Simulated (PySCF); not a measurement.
Compound: C₂H₅F₃Si.
InChI=1S/C2H5F3Si/c1-6-2(3,4)5/h6H2,1H3

Linear response at wB97X-D/def2-SVPD (PySCF, frozen core in the response, non-relativistic). Isolated species at its PBE0-D3(BJ)/def2-SVP geometry, gas phase.

Static isotropic polarisability: 54.73 au (8.11 Å³), principal values 51.0, 53.9, 59.3 au.

Question: What is the polarisability at 1064 nm and at the sodium D line?

Answer: 55.12 au at 1064 nm (+0.7 %), 56.02 au at 589.3 nm (+2.4 %). The rise at 589.3 nm is 3.33 times that at 1064 nm; a pure ω² law gives 3.26. The lowest singlet lies at 139 nm, shorter than both wavelengths.

Question: What is the isotropic C6 coefficient between two such molecules, C6 = (3/π)∫α(iω)² dω?

Answer: 1321 au (Eh·bohr⁶) by a ten-point quadrature over imaginary frequencies, which is 789 eV·Å⁶ or 76.1 J·nm⁶/mol.

Question: Which effective excitation energy ω̄ makes London's formula C6 = (3/4)α²ω̄ exact here?

Answer: ω̄ = 4·C6/(3α²) = 0.588 Eh = 16.0 eV. A one-pole form α(ω) = α/(1 − ω²/ω̄²) fitted to the 1064 nm value gives 13.9 eV.

Question: What molar refraction at the D line follows from R = (4π/3)·N_A·α′, with α′ the polarisability volume?

Answer: α′ = 8.30 Å³ gives R = 20.94 cm³/mol, for isolated, non-vibrating species.

Question: What n − 1 at the D line would an ideal gas of it have at 273.15 K and 1 atm (2.6868 × 10¹⁹ cm⁻³), by n − 1 = 2π·N·α′?

Answer: 14.01 × 10⁻⁴, a formal value whether or not that pressure can be reached.

Question: What does −C6/R⁶ come to at R = 12 Å between centres?

Answer: -25 J/mol. This is the leading, orientation-averaged term; C8 and higher terms are left out.

Question: How many electrons N does the Slater–Kirkwood formula C6 = (3/4)·√N·α^(3/2) need to give this C6?

Answer: N = (4·C6/3)²/α³ = 18.9; the species has 58 electrons in all.

Question: What three-body coefficient follows from the one-pole estimate C9 = (3/4)·α·C6?

Answer: 54200 au. This is an estimate from the two numbers above, not a computed integral.

The values belong to the conformer `[CH3:1][SiH2:2][C:3]([F:4])([F:5])[F:6]`: C1–Si2–C3–F4 -62°.

The pairwise dispersion term of wB97X-D wasn't added to the energies; at a given geometry it leaves orbitals and properties as they are.
